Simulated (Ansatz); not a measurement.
`[CH3][Hf]([F])([F])[Cl]` + H₂S → `[F][Hf]([F])([SH])[Cl]` + CH₄  (ligand exchange at the Hf–C bond)

Program: Ansatz. Geometries: PBE0-D4/def2-TZVP. ΔE: electronic, gas phase. CCSD(T)/CBS adds triple-zeta CCSD(T) − MP2 to the extrapolated MP2 energy (def2 sets, frozen cores). This one scheme is used for every species. def2 core potentials past Kr. For Hf outer-core shells are correlated without core-valence functions, which leaves a few kJ/mol of doubt a bond. One conformer a species, not always the lowest.

```csv
species,CCSD(T)/CBS(def2) energy (Eh)
`[CH3][Hf]([F])([F])[Cl]`,-747.37169
H₂S,-398.97279
`[F][Hf]([F])([SH])[Cl]`,-1105.93208
CH₄,-40.46206
```

Work out ΔE.

ΔE = (-1105.93208) + (-40.46206) − (-747.37169) − (-398.97279) = -0.04966 Eh = -130.4 kJ/mol.

Largest T1 diagnostic among the species: 0.016.

Leaving LDA and LC-ωPBE aside and taking each functional with its dispersion term where it has one, the values, not all of them listed here, spread over 8.6 kJ/mol, from B97M-V to ωB97M-V.
